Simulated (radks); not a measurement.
Results of a calculation; reference values are marked as such.
Problem. The mercury ion Hg+, [Xe] 4f14 5d10 6s1. Code: a radial shooting solver on a logarithmic mesh with Libxc functionals. Model: non-relativistic Kohn-Sham, LDA (Slater exchange, Perdew-Wang correlation), spin-polarised, spherical densities, point nucleus. Every spin shell is full or empty, so the densities are truly spherical. Functionals are evaluated on that one density, not self-consistently. Rank these exchange functionals by their error against the exact value of the orbitals, and give that value: LDA, B88, PBE, PBEsol, PW91, PW86, G96, APBE, TPSS, SCAN, r2SCAN.

Solution. Exact: -344.827 hartree. From best to worst, with 100 (|E| - |E exact|)/|E exact| (equal figures are ties): PW91 +0.07, SCAN +0.07, B88 +0.09, r2SCAN -0.16, APBE +0.27, PBE -0.32, PW86 -0.37, TPSS -0.41, G96 +0.49, PBEsol -1.77, LDA -3.78.
